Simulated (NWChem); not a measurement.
# tin monoxide (SnO, singlet); SMILES [O]=[Sn]

```xyz
2

Sn     0.0000     0.0000     0.2558
O      0.0000     0.0000    -1.5619
```
Atoms are numbered in this order, from 1.

All runs: NWChem. Low-valent species are run as closed-shell singlets; no triplet was tried in these runs. Coordinates come from a PBE0-D3(BJ)/def2-TZVP optimisation. def2 effective core potentials on Sn; no spin-orbit coupling. Static field.

| level | basis functions | isotropic polarisability (bohr³) | anisotropy (bohr³) |
|---|---|---|---|
| CAM-B3LYP/def2-SVP | 40 | 31.7 | 10.8 |
| CAM-B3LYP/def2-SVPD | 55 | 40.4 | 15.3 |
| CAM-B3LYP/def2-TZVP | 81 | 36.6 | 14.4 |
| CAM-B3LYP/def2-TZVPD | 96 | … | 15.6 |

Problem. Some entries are withheld; supply them.

Solution. 
- CAM-B3LYP/def2-TZVPD, isotropic polarisability (bohr³): 41.3
